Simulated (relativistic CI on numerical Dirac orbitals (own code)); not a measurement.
Method of calculation: Dirac-Coulomb-Breit CI, orbitals from a KLI potential per configuration, a model potential for QED, unscaled Slater integrals (own radial code, finite nucleus).

The strongest absorption lines from the ground level of an ion, among the configurations computed and to levels below about 2180 eV (vacuum wavelength in Å, gf): 5.7139 (0.071), 5.7319 (0.66), 5.7365 (0.43), 5.7562 (0.3), 5.7602 (0.075), 24.740 (1.9), 26.167 (1.4), 27.389 (0.13).

Which ion is it?
A. Rn LXII
B. Pb LVIII
C. Pt LIV
D. Pt LVI

C. Pt LIV has 25 electrons and the ground level 3s2.3p6.3d7 4F_9/2; the strongest line goes to 3s2.3p5.3d8 4D°_7/2. The pattern of lines fixes the number of electrons, and along that sequence the line energies rise steadily with the charge (about as its square where n changes within one kind of shell, about linearly where n is kept but much faster in heavy ions where fine structure, which grows about as Z⁴, sets the gap, and irregularly where shells cross), which fixes Z. Configurations outside the model, such as inner-shell arrays, can give stronger lines. At this charge energies of transitions that change n are usually good to better than 1 %, and those within a shell (Δn = 0) to a few per cent.

LS names give the leading component of a level, which can be under half, so a name can repeat, a term be missing and a line seem to break the LS rules.
